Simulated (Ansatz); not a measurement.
The pair A = SiH4 (SMILES [SiH4]) (first 5 atoms), B = H2 (SMILES [H][H]); geometry from B3LYP-D3(BJ)/def2-TZVP.
(charge 0, multiplicity 1):
```
atom    x (Å)    y (Å)    z (Å)
----  -------  -------  -------
Si     0.0498   0.0563  -0.0127
H      0.1179   0.1442  -1.4887
H     -1.3364  -0.2575   0.4014
H      0.4589   1.3497   0.5799
H      0.9584  -1.0114   0.4624
H     -0.1032  -0.1193   3.3593
H     -0.1434  -0.1590   4.1009
```

Cores are frozen in the correlated methods. MP2 and its Hartree–Fock in aug-cc-pV(Q+d)Z are density fitted.

Programs: Ansatz (a first-principles code) with Gaussian orbitals. Each number belongs to the level named beside it.

The counterpoise-corrected interaction energy is E(AB) − E(A in the pair's basis) − E(B in the pair's basis). Total energies (hartree):

| level | AB | A in the pair's basis | B in the pair's basis |
|---|---|---|---|
| HF/aug-cc-pV(T+d)Z | -292.3963277 | -291.2638752 | -1.1330053 |
| MP2/aug-cc-pV(T+d)Z | -292.5747345 | -291.4095365 | -1.1650259 |
| HF/aug-cc-pV(Q+d)Z | -292.4005263 | -291.2676273 | -1.1334502 |
| MP2/aug-cc-pV(Q+d)Z | -292.5884719 | -291.4215672 | -1.1667089 |
| CCSD(T)/aug-cc-pV(T+d)Z | -292.6158438 | -291.4429379 | -1.1726640 |

**Question.** Work out the counterpoise-corrected interaction energy at the basis-set limit: extrapolate the MP2 correlation part as X⁻³, take Hartree–Fock from the larger set, and add the CCSD(T) − MP2 difference of aug-cc-pV(T+d)Z.

**Answer.** 
1. Differences (1 hartree = 627.509 kcal/mol): HF/aug-cc-pV(T+d)Z 0.347; MP2/aug-cc-pV(T+d)Z -0.108; HF/aug-cc-pV(Q+d)Z 0.346; MP2/aug-cc-pV(Q+d)Z -0.123; CCSD(T)/aug-cc-pV(T+d)Z -0.152.
2. Correlation parts, MP2 less HF: -0.455 in aug-cc-pV(T+d)Z (X = 3), -0.469 in aug-cc-pV(Q+d)Z (X = 4).
3. Limit (4³·(-0.469) − 3³·(-0.455))/(4³ − 3³) = -0.479; with HF/aug-cc-pV(Q+d)Z it gives -0.133.
4. CCSD(T) less MP2 in aug-cc-pV(T+d)Z: -0.044.
Result: -0.18 kcal/mol, against -0.11 at MP2/aug-cc-pV(T+d)Z. It is an estimate of this method's limit, not of the exact value.
